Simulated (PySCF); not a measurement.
## Mg₂F₄: from structure and modes to constants

Level of theory: PySCF, PBE, basis Mg def2-TZVP, F def2-TZVP (no relativity, density fitting).

The singlet minimum has D2h symmetry. Masses (u): Mg 23.98504, F 18.99840.

```xyz
6
charge 0 multiplicity 1, angstrom
Mg    1.4460    0.0000    0.0000
Mg   -1.4460    0.0000    0.0000
F     0.0000    1.2623    0.0000
F     0.0000   -1.2623    0.0000
F     3.2123    0.0000    0.0000
F    -3.2123    0.0000    0.0000
```

Harmonic wavenumbers (cm⁻¹): 44.3 (b3u, ×1), 92.5 (b2u, ×1), 125.0 (b2g, ×1), 132.9 (b3g, ×1), 242.8 (ag, ×1), 246.8 (b3u, ×1), 413.9 (b3g, ×1), 434.9 (b1u, ×1), 463.0 (ag, ×1), 472.8 (b2u, ×1), 743.6 (b1u, ×1), 767.1 (ag, ×1).

(1) Find the principal moments of inertia and the rotational constants. What kind of rotor is it?

(2) What is the harmonic zero-point energy?

(3) Find the vibrational entropy and heat capacity at 298.15 K.

(4) Give the standard entropy (298.15 K, 1 bar) by its translational, rotational, vibrational and spin parts, and Cp.

Answers

(1) About the centre of mass I = 60.54, 492.39, 552.93 u Å². With B = 16.8576/I this gives 0.2785, 0.03424, 0.03049 cm⁻¹. The molecule is an asymmetric top with κ = -0.97.

(2) Half the sum of all 12 wavenumbers, 4180/2 = 2090 cm⁻¹, which is 25.0 kJ/mol (1 cm⁻¹ = 0.0119627 kJ/mol).

(3) With u = 1.43878 ω/T, each mode gives S = R[u/(eᵘ−1) − ln(1−e⁻ᵘ)] and C = R u² eᵘ/(eᵘ−1)².
```tsv
ω (cm⁻¹)	u	S (J/(mol K))	C (J/(mol K))
44.3	0.214	21.16	8.28
92.5	0.446	15.09	8.18
125.0	0.603	12.64	8.07
132.9	0.641	12.15	8.04
242.8	1.172	7.46	7.42
246.8	1.191	7.34	7.40
413.9	1.997	3.82	6.03
434.9	2.098	3.53	5.83
463.0	2.234	3.17	5.57
472.8	2.281	3.05	5.48
743.6	3.588	1.08	3.13
767.1	3.702	0.99	2.96
```
The sums over all modes are S = 91.5 and C = 76.4 J/(mol K); the softest mode gives 23 % of the entropy.

(4) Sackur–Tetrode with M = 123.96 u gives 169.0; rotation with symmetry number 4 gives 106.1; vibration 91.5; spin R ln 1 = 0.0. The total is 366.5 J/(mol K), and Cp = 4 R + 76.4 = 109.6 J/(mol K).

This need not be the most stable arrangement of these atoms.
